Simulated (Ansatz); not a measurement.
Geometry optimisation, RKS BLYP-D4/def2-SVP in Ansatz.

input.yaml

```yaml
crystal:
  periodic: [false, false, false]
  atoms:
    - { symbol: Ga, position_ang: [-0.332438, -0.476967, -0.984496] }
    - { symbol: F, position_ang: [0.7316, 0.957063, -0.790798] }
    - { symbol: H, position_ang: [0.496053, -1.815789, -1.072394] }
    - { symbol: H, position_ang: [-1.848982, -0.069485, -1.126829] }
    - { symbol: H, position_ang: [0.74241, 1.035504, 1.380847] }
    - { symbol: Br, position_ang: [0.211457, 0.369673, 2.59377] }
basis:
  gaussian: { orbitals: def2-SVP }
hamiltonian:
  xc: blyp
  dispersion: d4
relax:
  f_tol: 0.03
  max_steps: 50
```

Launched with:

```bash
$ ansatz run input.yaml --threads 2 --pin off --max-ram 3072MiB --backend cpu --events-out ev --progress --plain --runs-dir out
```

Where does it end, and by what steps?

The forces met the threshold. After 18 steps the energy has fallen by 0.505 eV; H5 moved furthest, 0.86 Å. Parted: H5–Br6 (1.48 → 2.22 Å). Joined: Ga1–Br6 (3.72 → 2.43 Å), F2–H5 (2.17 → 0.98 Å).

| step | energy less start (eV) | largest force component (eV/Å) | accepted |
| --- | --- | --- | --- |
| 0 | 0.0000 | 0.700 | yes |
| 1 | -0.0683 | 0.234 | yes |
| 2 | -0.1081 | 0.409 | yes |
| 3 | -0.1274 | 0.309 | yes |
| 4 | -0.1358 | 0.092 | yes |
| 5 | -0.1384 | 0.056 | yes |
| 6 | -0.1421 | 0.089 | yes |
| 7 | -0.1459 | 0.081 | yes |
| 8 | -0.1939 | 0.805 | yes |
| 9 | -0.0808 | 4.898 | no |
| 10 | -0.3124 | 0.862 | yes |
| 11 | -0.4282 | 0.853 | yes |
| 12 | -0.4256 | 2.519 | no |
| 13 | -0.4799 | 0.496 | yes |
| 14 | -0.4973 | 0.195 | yes |
| 15 | -0.4697 | 0.736 | no |
| 16 | -0.5033 | 0.051 | yes |
| 17 | -0.5045 | 0.034 | yes |
| 18 | -0.5045 | 0.010 | yes |

```xyz
6
Properties=species:S:1:pos:R:3
Ga -0.425 -0.581 -0.355
F 0.905 1.200 -0.431
H 0.547 -1.701 -0.863
H -1.759 0.018 -0.918
H 0.874 1.190 0.546
Br -0.142 -0.126 2.020
```

Whether the end is a true minimum wasn't checked by a vibrational analysis.

Time of the run: 19 s on 2 threads of Intel(R) Xeon(R) Platinum 8488C (Sapphire Rapids) (shared host), peak memory 0.16 GiB.
